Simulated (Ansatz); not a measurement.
Ansatz (a quantum-chemistry and plane-wave program) input (PBE0/def2-TZVP):

Ansatz 0.2 input:
```yaml
crystal:
  periodic: [false, false, false]
  atoms:
    - {symbol: Ta, position_ang: [0.01010258, 0.00752934, -0.00935948]}
    - {symbol: O, position_ang: [1.12546639, 0.83879738, -1.04268117]}
    - {symbol: O, position_ang: [0.99005451, -0.94215054, 1.34175260]}
    - {symbol: H, position_ang: [1.93552878, -1.00253106, 1.49449395]}
    - {symbol: O, position_ang: [-1.01773918, -1.23052338, -1.05743784]}
    - {symbol: H, position_ang: [-0.98655143, -1.42221988, -1.99721286]}
    - {symbol: O, position_ang: [-1.15948457, 1.28789011, 0.81553062]}
    - {symbol: H, position_ang: [-1.19284325, 2.24300044, 0.72864692]}
basis:
  gaussian:
    orbitals: def2-TZVP
hamiltonian:
  xc: {name: PBE0}
```

Output:

```
Functional definition: PBE0
integrals: 0.10 GiB planned
1144 factors; their error is unknown
mean field: 0.84 GiB planned
mean field evaluation 1: about -9769.2765 eV, gradient 1.1e2 eV
mean field evaluation 2: about -9641.3222 eV, gradient 2.8e2 eV
mean field evaluation 4: about -9788.3633 eV, gradient 3.1e1 eV
mean field evaluation 8: about -9789.9903 eV, gradient 1.6e-2 eV
mean field evaluation 16: about -9790.0137 eV, gradient 2.6e-5 eV
mean field -9790.01370640 eV, -359.7763678006 hartree, gradient 2.6e-5 eV, S^2 0.000000; 0 other end points of the search recorded, 0 dependent functions left out
reference -9790.01373676 eV, -359.7763689162 hartree; 24, 24 occupied and 158, 158 virtual orbitals, 1144 factors
Total energy: -9790.01373676 eV, -359.7763689162 hartree
```
